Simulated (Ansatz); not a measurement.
Consider the homolysis of the I–Si bond: `N[Si](O)(O)I` → I• + `N[Si](O)O`•.

Program: Ansatz. Geometries: PBE0-D4/def2-TZVP. ΔE: electronic, gas phase. CCSD(T)/CBS adds triple-zeta CCSD(T) − MP2 to the extrapolated MP2 energy (def2 sets, frozen cores). DFT in def2-TZVPP. No spin–orbit coupling; open shells (•) take unrestricted orbitals. Spin–orbit coupling would lower the free atoms: strongly for I. Elements past krypton have def2 core potentials. Bonds to I are less sure, by a few kJ/mol each and by 10 to 20 or more in all where they break to atoms, as the def2 sets lack core-valence functions. Each species was taken in one conformer, which may not be the lowest.

```json
{"level": "PBE", "ΔE (eV)": "3.66"}
{"level": "MP2/def2-TZVPP", "ΔE (eV)": "3.99"}
```

What does CCSD(T)/CBS give? (Best estimate.)

Ansatz gave: +3.97 eV. The listed levels differ from it by -0.31, 0.02 eV.

Largest T1 diagnostic among the species: 0.014.

At CCSD(T), def2-SVP lies −0.43 eV from the extrapolated value and def2-TZVPP −0.20 eV: correlation converges slowly with the basis, and small sets miss more of it in the bonded molecule than in its fragments. Leaving LDA and LC-ωPBE aside and taking each functional with its dispersion term where it has one, the values, not all of them listed here, spread over 0.30 eV, from BLYP-D4 to PBE-QIDH. LDA lies +0.63 eV from PBE without D4, its usual overbinding.

CCSD(T)/CBS has its own doubt, a few kJ/mol and more with outer-core shells, so smaller differences from it don't rank the levels.
